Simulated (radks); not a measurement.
Results of a calculation; reference values are marked as such.
Ionisation of neutral hafnium, [Xe] 4f14 5d2 6s2, to Hf+, [Xe] 4f14 5d1 6s2, under several functionals. Scalar-relativistic Kohn-Sham, spin-polarised, spherical densities, finite nucleus; open shells are filled with parallel spins first (spin-orbit coupling, left out, can overturn this in heavy ions); a radial shooting solver on a logarithmic mesh with Libxc functionals.

| functional | E(Hf) (hartree) | Exc (hartree) | IE (eV) | -e(HOMO) (eV) | <r> HOMO (bohr) | IE error (eV) |
|---|---|---|---|---|---|---|
| PBEsol | -15071.6285 | -303.0166 | 6.921 | 3.131 | 2.460 | +0.096 |
| XLYP | -15077.9988 | -309.3757 | 6.696 | 2.893 | 2.477 | -0.129 |
| exchange-only PBE | -15071.9367 | -303.2619 | 6.106 | 2.463 | 2.531 | -0.719 |
| PBE | -15076.1807 | -307.5731 | 6.871 | 3.095 | 2.469 | +0.046 |
| exchange-only LDA | -15059.7913 | -291.0979 | 6.057 | 2.395 | 2.514 | -0.768 |
| B86b exchange with PBE correlation | -15077.3607 | -308.7556 | 6.886 | 3.105 | 2.468 | +0.061 |
| LDA (Slater exchange, Perdew-Zunger correlation) | -15067.1739 | -298.5737 | 7.039 | 3.212 | 2.456 | +0.214 |
| revPBE | -15076.5190 | -307.9149 | 6.836 | 3.071 | 2.468 | +0.011 |
| AM05 | -15067.5152 | -298.9199 | 6.901 | 3.111 | 2.450 | +0.076 |

NIST Atomic Spectra Database: 6.825 eV (measured). Closest: revPBE. The Delta-SCF values span 0.98 eV, the total energies 18.21 hartree. The highest occupied level is 5d. Open shells are spherical and high-spin; term and fine-structure splittings are not resolved. Spin-orbit splitting is averaged out at the scalar-relativistic level.
